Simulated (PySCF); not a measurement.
**Correlation energy of Si (silicon, neutral)**

[Ne] 3s2 3p2, high-spin 3P determinant. Computed with PySCF 2.14 in jorge-DZP-DKH (7s4p1d, 24 functions), with the spin-free X2C one-electron Hamiltonian (Gaussian nucleus). Frozen: [Ne]; 4 electrons correlated.

MP2 pair energies summed by pair of shells (mhartree):

```tsv
pair	energy	share (%)
3s-3p	-26.91	58.8
3s-3s	-14.27	31.2
3p-3p	-4.60	10.0
```

Total MP2 correlation energy: -45.78 mhartree.

Same-spin part -7.78 and opposite-spin part -38.00 mhartree; SCS-MP2 scales them by 1/3 and 6/5 to -48.19 mhartree.

| level | correlation energy (mhartree) |
| --- | --- |
| CCSD | -64.65 |
| (T) | -1.06 |
| CCSD(T) | -65.71 |

Diagnostics: T1 = 0.0098, D1 = 0.0253, largest double amplitude 0.105.

Is a single reference adequate?

Mostly. T1 lies below 0.03, but a double amplitude of this size points to a near-degeneracy that CCSD handles and MP2 describes poorly.
